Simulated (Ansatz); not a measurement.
Consider the cleavage of the P–Si bond: `CN[SiH](P)S` + `CCN[SiH3]` → `CCN([SiH3])P` + `CN[SiH2]S`.

Gas-phase electronic energies from Ansatz, PBE0-D4/def2-TZVP geometries. CCSD(T)/CBS adds triple-zeta CCSD(T) − MP2 to the extrapolated MP2 energy (def2 sets, frozen cores). DFT in def2-TZVPP. B3LYP here is the variant with VWN-RPA as its local correlation; programs differ in this. One conformer a species, not always the lowest.

`CN[SiH](P)S`:

```xyz
13

C     0.569   -1.726   -0.485
N     0.575   -0.371   -0.997
Si   -0.290    0.926   -0.295
P     0.339    1.057    1.859
S    -2.441    0.800   -0.275
H    -0.270   -2.326   -0.858
H     0.500   -1.706    0.605
H     1.499   -2.242   -0.739
H     0.716   -0.324   -1.995
H    -0.027    2.113   -1.143
H    -0.294    2.310    2.054
H     1.612    1.616    1.571
H    -2.488   -0.126    0.698
```

`CCN[SiH3]`:

```xyz
13

C    -1.587    1.149   -0.150
C    -0.643    0.151    0.491
N     0.655    0.142   -0.153
Si    1.670   -1.239   -0.227
H    -1.725    0.922   -1.209
H    -2.563    1.137    0.341
H    -1.189    2.165   -0.072
H    -1.066   -0.856    0.406
H    -0.567    0.359    1.569
H     1.090    1.051   -0.187
H     2.834   -0.891   -1.081
H     0.897   -2.365   -0.817
H     2.193   -1.722    1.089
```

`CCN([SiH3])P`:

Cartesian coordinates in Å:
```
C 1.167 -1.383 -0.026
C 0.452 -0.327 0.795
N -0.556 0.420 0.043
Si -0.107 1.954 -0.623
P -2.096 -0.236 -0.250
H 1.902 -1.911 0.587
H 1.689 -0.931 -0.872
H 0.464 -2.122 -0.415
H 1.185 0.385 1.196
H -0.034 -0.788 1.663
H -1.311 2.574 -1.222
H 0.955 1.824 -1.661
H 0.450 2.814 0.458
H -1.768 -1.541 -0.728
H -2.393 -0.732 1.056
```

`CN[SiH2]S`:

Z-matrix (Å, degrees):
```
C
N 1 1.446
H 1 1.097 2 113.2
H 1 1.094 2 111.1 3 121.9
H 1 1.092 2 109.5 3 -119.8
Si 2 1.704 1 125.4 3 97.1
H 2 1.008 1 114.4 3 -66.9
S 6 2.140 2 106.6 1 151.2
H 6 1.492 2 117.6 1 -90.8
H 6 1.486 2 105.7 1 29.8
H 8 1.343 6 94.1 2 139.0
```

| level | ΔE (kcal/mol) | difference from CCSD(T)/CBS |
| --- | --- | --- |
| r2SCAN-D4 | 12.1 | 2.0 |
| PBE0-D4 | 12.3 | 2.2 |
| B3LYP-D4 | 9.9 | -0.2 |
| ωB97X-V | 9.7 | -0.4 |
| ωB97M-V | 9.5 | -0.6 |
| B2PLYP | 9.8 | -0.3 |
| PBE | 13.2 | 3.1 |
| r2SCAN | 12.2 | 2.1 |
| PBE0 | 12.5 | 2.4 |
| HF/def2-TZVPP | 7.8 | -2.3 |
| MP2/def2-TZVPP | 9.4 | -0.7 |
| CCSD(T)/def2-TZVPP | 9.6 | -0.5 |
| HF/def2-QZVPP | 7.4 | -2.7 |
| SCS-MP2/def2-QZVPP | 8.4 | -1.7 |
| HF/CBS(def2) | 7.4 | -2.7 |
| MP2/CBS(def2) | 9.8 | -0.3 |
| CCSD(T)/CBS | 10.1 | 0 |

Largest T1 diagnostic among the species: 0.012.

In def2-TZVPP, CCSD(T) changes the Hartree–Fock value by +1.8 kcal/mol (the triples alone add +0.3 kcal/mol) and MP2 by +1.6 kcal/mol.

CCSD(T)/CBS has its own doubt, a few kJ/mol and more with outer-core shells, so smaller differences from it don't rank the levels.
